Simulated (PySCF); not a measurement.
Sn(Cl)(SiH3), SMILES [SiH3][Sn][Cl] (CAM-B3LYP/def2-SVP optimised geometry):

```
6

Sn    -0.178    -1.590    -2.092
Cl    -2.381    -1.107    -1.274
Si     0.886    -0.314     0.000
H      0.427    -0.953     1.268
H      0.428     1.107     0.000
H      2.381    -0.314     0.000
```

Level of theory: CAM-B3LYP/def2-TZVP, def2 effective core potentials past Kr in PySCF.

What are the frontier orbital energies and the dipole moment?

HOMO-2 -10.29 eV, HOMO-1 -10.16 eV, HOMO -7.65 eV, LUMO -2.34 eV, LUMO+1 -0.17 eV; dipole moment 2.89 D.

On the same geometry PBE/def2-TZVP, def2 effective core potentials past Kr in PySCF 2.14.0 gives HOMO-2 -7.68 eV, HOMO-1 -7.55 eV, HOMO -5.56 eV, LUMO -3.97 eV, LUMO+1 -1.80 eV; dipole moment 2.57 D.
